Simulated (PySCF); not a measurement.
# Cadmium: a sound run and one with changed settings

Sound run: Cd [Kr] 4d10 5s2, Cd⁺ [Kr] 4d10 5s1. Computed with PySCF 2.14 in cc-pVDZ-PP with ECP28MDF (4s4p3d1f, 38 functions), with scalar relativity through the core potential. In the sound run the correlated levels freeze 4s2 4p6 outside the core potential. The sound run starts from symmetry-adapted Hartree-Fock orbitals and uses a fine grid where one is needed.

Changed run: a valence shell is frozen. This setting is unsound on purpose.

| species | method | sound run (hartree) | changed run (hartree) | converged |
| --- | --- | --- | --- | --- |
| Cd | MP2 | -167.17238 | -166.85745 | yes |
| Cd | CCSD(T) | -167.16637 | -166.86754 | yes |

Ionisation energy of Cd:

```csv
method,sound run (eV),changed run (eV)
UHF,7.435,7.435
MP2,8.609,7.971
SCS-MP2,8.607,8.079
CCSD,8.622,8.246
CCSD(T),8.701,8.246
CCSDT,n/a,8.246
FCI,n/a,8.246
```

Freezing a valence shell removes pair correlation that changes on ionisation.

For comparison, NIST gives 8.994 eV between the lowest levels.
